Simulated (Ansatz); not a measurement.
## Scan of the Ga2–H7 bond length

GaH5O (SMILES [OH2+][GaH3-]), singlet, at its PBE0-D4/def2-TZVP minimum:

O1  (-0.245, -1.218, -0.170)
Ga2  (0.157, 0.941, -0.136)
H3  (-0.953, -1.404, 0.455)
H4  (0.532, -1.694, 0.141)
H5  (0.082, 1.251, -1.673)
H6  (-1.085, 1.266, 0.786)
H7  (1.573, 0.790, 0.553)
(Å)

The bond length Ga2–H7 (1.581 Å at the minimum) is set to the values below, the two halves moving rigidly along the bond. Each method's energies count from its own value at the PBE0-D4 minimum structure. Ansatz 0.2.0; basis: def2-TZVPP; cores frozen in the correlated methods. Filled d shells of the heavier atoms are correlated. The def2 sets are not built for correlating such inner shells, so the correlated values are less sure here.

CCSD(T) energies along the scan:
```tsv
bond length (Å)	CCSD(T) (kJ/mol)
1.423	18.3
1.455	10.8
1.501	3.7
1.555	0.2
1.615	1.1
1.680	6.5
1.749	16.0
1.822	29.2
1.897	45.2
```
They count from the CCSD(T) energy at the PBE0-D4 minimum.

Minimum and curvature along this coordinate at CCSD(T): A fifth-order fit through the nearest points gives 1.573 Å, with a curvature of about 14 eV/Å².

Problem. Treat the two halves as rigid bodies and work out the harmonic wavenumber of this stretch from that curvature (ν̃ = 521.5 √(k/μ) cm⁻¹ with k in eV/Å² and μ in u).

Solution. The halves weigh 89.75 and 1.01 u, so μ = 89.75 × 1.01/90.76 = 0.999 u and ν̃ = 521.5 √(14/0.999) ≈ 2000 cm⁻¹. A true normal mode mixes in other motions, so this is a guide only.

Largest difference from the CCSD(T) curve over the scan: r2SCAN-D4 0.7; PBE0-D4 2.3; wB97M-V 0.8; HF 5.4 kJ/mol. Each curve counts from its own value at the minimum.

T1 diagnostic: at most 0.013.

For scale, one of the runs: CCSD(T)/def2-TZVPP, 149 basis functions (an equivalent command: `ansatz run in.yaml --threads 2`). The run took 21 s on 2 CPU threads (shared host), with 0.95 GiB of host memory at its peak.
